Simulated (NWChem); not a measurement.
System: C$_{2}$H$_{3}$ClF$_{2}$; SMILES FC(F)(Cl)C

Here is an NWChem input.

```
start job
memory heap 200 mb stack 900 mb global 1100 mb
geometry units angstroms noautoz
  C     -1.376518    -0.907836     0.000000
  C      0.028248    -0.354414     0.000000
  F      0.714957    -0.770960    -1.090620
  F      0.714957    -0.770960     1.090620
  Cl     0.024619     1.457736     0.000000
  H     -1.916534    -0.567274    -0.901704
  H     -1.916534    -0.567274     0.901704
  H     -1.318523    -2.014020     0.000000
end
basis spherical
  * library 6-31g*
end
dft
  xc rpbe cpbe96
  iterations 150
  mulliken
end
task dft energy
```

Structure relaxed at the PBE-D3(BJ)/def2-SVP level.

Question: Predict the main results of this run. (RPBE/6-31G* (spherical d).) Quantities: energy (Ha); highest occupied level (eV); orbital gap (eV); dipole (D).

Answer: 
- energy (Ha): -737.81
- highest occupied level (eV): -7.51
- orbital gap (eV): 6.99
- dipole (D): 2.08
